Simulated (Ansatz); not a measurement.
Ga₁₃Sb₁₁F₆. Total charge 0; triplet. Geometry PBE-D4/def2-SVP, that of the neutral singlet; atoms count from 1.

```xyz
30

Sb   -2.1612    0.6067    4.0217
Sb   -2.6937   -1.8412    2.6049
Sb   -2.4273    0.6386   -4.9804
Sb   -2.8910   -3.1046   -1.6109
Sb   -1.5133    1.2831   -0.4972
Sb    2.7311    2.5542   -0.5484
Sb    1.4892   -0.6773    1.7178
Sb    1.6742   -1.3520   -2.6766
Sb    2.4624    2.2283    4.6249
Sb    6.0536   -0.2614    2.1731
Sb    0.9811   -4.4019    0.2432
Ga   -1.7939    2.2775    1.9387
Ga   -3.0090    1.7628   -2.6325
Ga    1.8909    2.3395    1.9479
Ga   -2.5190   -1.0807    0.0738
Ga    0.4602    0.6307    3.8043
Ga   -0.3555   -2.6824    1.6050
Ga   -3.3366   -1.1220   -3.2597
Ga   -0.3977   -0.9018   -4.1771
Ga   -0.1882   -2.9091   -1.5580
Ga    1.0142    0.4290   -0.7937
Ga    4.3386    0.6314    0.3557
Ga    3.8784   -2.5862    0.9444
Ga    3.8662    0.4371    3.2761
F    -2.7034    3.8052    2.0798
F    -4.0049    3.2350   -2.5692
F     0.0641    3.0592    2.0468
F    -4.3232    0.2720   -2.2192
F    -0.7098   -2.3693   -5.1864
F     4.1234   -0.9006   -0.7488
```

In the def2 sets Sb takes a core potential; there is no spin–orbit coupling. Single mean-field runs in def2-SVP are fitted with def2-universal-jkfit. At PBE0-D4/def2-SVP a singlet of charge 0 lies 0.40 eV below the triplet at the same geometry.

Estimate the Mulliken populations from the PBE0/def2-SVP orbitals of Ansatz.


```csv
atom,charge (e),spin (α − β)
Sb1,-0.05,0.01
Sb2,0.04,-0.03
Sb3,-0.09,0.01
Sb4,0.00,-0.01
Sb5,-0.26,-0.03
Sb6,-0.01,0.11
Sb7,-0.58,-0.02
Sb8,0.05,0.00
Sb9,0.04,0.01
Sb10,-0.11,0.14
Sb11,0.01,0.80
Ga12,0.69,0.00
Ga13,0.66,0.00
Ga14,0.31,0.01
Ga15,-0.08,0.35
Ga16,0.17,0.00
Ga17,0.05,0.36
Ga18,0.34,0.01
Ga19,0.45,-0.01
Ga20,-0.08,0.25
Ga21,-0.06,0.01
Ga22,0.39,0.00
Ga23,0.38,0.00
Ga24,0.09,0.03
F25,-0.39,0.00
F26,-0.39,0.00
F27,-0.40,0.00
F28,-0.39,0.00
F29,-0.39,0.00
F30,-0.41,0.00
```
Mulliken values and Mayer orders depend strongly on the basis.

Where does the spin sit?

Summed by element: Sb 0.99, Ga 1.01, F 0.00, of 2 unpaired in all. Largest on single atoms: Sb11 0.80, Ga17 0.36, Ga15 0.35.

And the Mayer bond orders between bonded heavy atoms (over 0.3, the first 40 of 41)?

Sb1–Sb2 0.95 (2.88 Å); Sb1–Ga12 0.77 (2.70 Å); Sb1–Ga16 0.93 (2.63 Å); Sb2–Ga15 0.84 (2.65 Å); Sb2–Ga17 0.83 (2.68 Å); Sb3–Ga13 0.81 (2.67 Å); Sb3–Ga18 0.93 (2.62 Å); Sb3–Ga19 0.76 (2.67 Å); Sb4–Ga15 0.84 (2.66 Å); Sb4–Ga18 0.90 (2.62 Å); Sb4–Ga20 0.80 (2.71 Å); Sb5–Ga12 0.63 (2.65 Å); Sb5–Ga13 0.62 (2.65 Å); Sb5–Ga15 0.81 (2.63 Å); Sb5–Ga21 0.77 (2.68 Å); Sb6–Ga14 0.84 (2.64 Å); Sb6–Ga21 0.80 (2.74 Å); Sb6–Ga22 0.85 (2.66 Å); Sb7–Ga14 0.34 (3.05 Å); Sb7–Ga16 0.65 (2.67 Å); Sb7–Ga17 0.55 (2.73 Å); Sb7–Ga21 0.54 (2.79 Å); Sb7–Ga24 0.36 (3.05 Å); Sb8–Ga19 0.83 (2.60 Å); Sb8–Ga20 0.84 (2.67 Å); Sb8–Ga21 0.91 (2.67 Å); Sb9–Ga14 0.70 (2.74 Å); Sb9–Ga16 0.85 (2.69 Å); Sb9–Ga24 0.88 (2.65 Å); Sb10–Ga22 0.83 (2.65 Å); Sb10–Ga24 1.11 (2.55 Å); Sb11–Ga17 0.92 (2.57 Å); Sb11–Ga20 0.87 (2.62 Å); Ga12–F25 1.02 (1.78 Å); Ga12–F27 0.37 (2.02 Å); Ga13–F26 1.01 (1.78 Å); Ga13–F28 0.42 (2.03 Å); Ga14–F27 0.51 (1.97 Å); Ga18–F28 0.47 (2.00 Å); Ga19–F29 0.94 (1.81 Å). Values over 0.3 also appear between atoms too far apart for a bond (Sb10–Ga23 0.42 at 3.41 Å; Ga15–Ga17 0.32 at 3.10 Å); they arise where an orbital or an unpaired electron spreads over both atoms.
